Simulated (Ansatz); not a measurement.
One geometry of `O=[CH][Ga]([OH])[OH]`, several functionals.

```yaml
crystal:
  periodic: [false, false, false]
  atoms:
    - {symbol: O, position_ang: [-0.378661, 0.192172, 2.375883]}
    - {symbol: C, position_ang: [-0.089131, 0.845653, 1.409619]}
    - {symbol: Ga, position_ang: [0.057535, -0.058315, -0.392504]}
    - {symbol: O, position_ang: [0.481103, 0.846317, -1.863679]}
    - {symbol: O, position_ang: [-0.228629, -1.804437, -0.602938]}
    - {symbol: H, position_ang: [0.095157, 1.939014, 1.514692]}
    - {symbol: H, position_ang: [0.517335, 0.299491, -2.652524]}
    - {symbol: H, position_ang: [-0.454710, -2.259886, 0.211460]}
basis:
  gaussian: {orbitals: def2-TZVPP}
hamiltonian: {xc: {name: wB97M-V}}
output: {forces: true, orbitals: {seedname: orbitals}}
```

```sh
$ ansatz run in.yaml --threads 2 --pin off --events-out ev --progress --plain --max-ram 22528MiB --backend cpu
```

Output, abridged:

```
Functional definition: wB97M-V
1213 factors; their error is unknown
264 factors; integrals over basis functions are off by at most 5.9e-6 eV
mean field evaluation 1: about -59593.2158 eV, gradient 8.2e1 eV
mean field evaluation 2: about -59585.1768 eV, gradient 1.1e2 eV
mean field evaluation 4: about -59604.0039 eV, gradient 4.0e0 eV
mean field evaluation 8: about -59604.0343 eV, gradient 1.4e-1 eV
mean field evaluation 16: about -59604.1475 eV, gradient 5.7e-4 eV
mean field -59604.14751079 eV, -2190.4120198792 hartree, gradient 8.5e-5 eV, S^2 0.000000; 0 other end points of the search recorded, 0 dependent functions left out
reference -59604.14755660 eV, -2190.4120215627 hartree; 32, 32 occupied and 182, 182 virtual orbitals, 1213 factors
Total energy: -59604.14755660 eV, -2190.4120215627 hartree
Atom 0 at    -0.378661     0.192172     2.375883 Å, force    -0.051146    -0.128438     0.157072 eV/Å
Atom 1 at    -0.089131     0.845653     1.409619 Å, force     0.092945     0.225370    -0.293909 eV/Å
Atom 2 at     0.057535    -0.058315    -0.392504 Å, force    -0.016214     0.047649     0.144856 eV/Å
Atom 3 at     0.481103     0.846317    -1.863679 Å, force     0.005004    -0.037494    -0.069045 eV/Å
Atom 4 at    -0.228629    -1.804437    -0.602938 Å, force    -0.018065    -0.034013     0.067148 eV/Å
Atom 5 at     0.095157     1.939014     1.514692 Å, force    -0.026043    -0.120881     0.020685 eV/Å
Atom 6 at     0.517335     0.299491    -2.652524 Å, force     0.005996     0.054579     0.023688 eV/Å
Atom 7 at    -0.454710    -2.259886     0.211460 Å, force     0.007523    -0.006773    -0.050494 eV/Å
Dipole moment:     0.024937     0.074686    -0.063431 e Å
```

Run time 16 s (2 threads of an AMD EPYC 7R13 on a shared host); peak host memory 0.74 GiB.

With the line `hamiltonian: {xc: {name: B3LYP}, dispersion: d4}` (abridged; 6.5 s):

```
Functional definition: B3LYP
mean field evaluation 16: about -59610.4819 eV, gradient 7.7e-5 eV
mean field -59610.48185984 eV, -2190.6448029134 hartree, gradient 2.0e-5 eV, S^2 0.000000
Total energy: -59610.72101197 eV, -2190.6535915920 hartree
Atom 0 force    -0.058655    -0.128566     0.200013 eV/Å
Atom 1 force     0.054321     0.243562    -0.053021 eV/Å
Atom 2 force    -0.006652     0.098049     0.143388 eV/Å
Atom 3 force     0.055270     0.116896    -0.193645 eV/Å
Atom 4 force    -0.037904    -0.226544    -0.023275 eV/Å
Atom 5 force    -0.007150    -0.053425    -0.015999 eV/Å
Atom 6 force     0.014868     0.014800    -0.069522 eV/Å
Atom 7 force    -0.014098    -0.064772     0.012062 eV/Å
Dipole moment:     0.022662     0.076833    -0.048086 e Å
```

The same input with `hamiltonian: {xc: {name: B97M-V}}` and no forces (abridged; 10 s):

```
Functional definition: B97M-V
mean field evaluation 16: about -59597.0231 eV, gradient 2.5e-4 eV
mean field -59597.02305300 eV, -2190.1502008846 hartree, gradient 4.9e-5 eV, S^2 0.000000
Total energy: -59597.02310974 eV, -2190.1502029699 hartree
```

Changing it to `hamiltonian: {xc: {name: PBE-QIDH}}` and no forces (abridged; 9.5 s):

```
Functional definition: PBE-QIDH
mean field evaluation 16: about -59572.9981 eV, gradient 3.2e-4 eV
mean field -59572.99810529 eV, -2189.2673003409 hartree, gradient 1.6e-6 eV, S^2 0.000000
13 core orbitals not correlated: weight in the atoms' cores, before any rotation towards them, 1.000 or more for the frozen orbitals, at most 0.000 for the correlated occupied ones
second order -33.48470804 eV of doubles, -0.00000000 eV of singles
Total energy: -59584.15968619 eV, -2189.6774808735 hartree
```

The same input with `hamiltonian: {xc: {name: wB97X-V}}` and no forces (abridged; 12 s):

```
Functional definition: wB97X-V
mean field evaluation 16: about -59601.7804 eV, gradient 2.6e-4 eV
mean field -59601.78042724 eV, -2190.3250311632 hartree, gradient 4.5e-5 eV, S^2 0.000000
Total energy: -59601.78042536 eV, -2190.3250310940 hartree
```

With the line `hamiltonian: {xc: {name: LC-wPBE}}` and no forces (abridged; 4.2 s):

```
Functional definition: LC-wPBE
mean field evaluation 16: about -59597.8227 eV, gradient 2.8e-4 eV
mean field -59597.82266580 eV, -2190.1795861130 hartree, gradient 4.4e-5 eV, S^2 0.000000
Total energy: -59597.82266581 eV, -2190.1795861133 hartree
```

B3LYP takes the VWN-RPA correlation (the form of Gaussian; ORCA's B3LYP/G).
